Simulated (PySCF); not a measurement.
Te(H)(OSiH3) (H4OSiTe), SMILES [SiH3]O[TeH]. Coordinates come from a PBE0-D3(BJ)/def2-SVP optimisation. The def2 effective core potentials stand for the cores of Te; spin–orbit coupling is left out.

Computed with PBE0-D3(BJ)/def2-SVP run with PySCF.

Harmonic wavenumbers (cm⁻¹): 116, 137, 142, 503, 694, 718, 724, 914, 935, 947, 984, 2114, 2219, 2225, 2255. Rotational constants (GHz): 26.27, 1.733, 1.688; symmetry number 1.

Task: Work out the zero-point energy and the ideal-gas rigid-rotor harmonic-oscillator thermochemistry at 298.15 K and 1 atm.

Result: ZPE = ½ Σ hcν = ½ × 15628 cm⁻¹ = 93.48 kJ/mol. H − E(el) = 110.63 kJ/mol. Entropy in J/(mol K): translation 173.21, rotation 108.11, vibration 45.11, total 326.43. G − E(el) = 13.30 kJ/mol. Cp = 80.19 J/(mol K). Modes under 150 cm⁻¹ make the vibrational entropy uncertain.
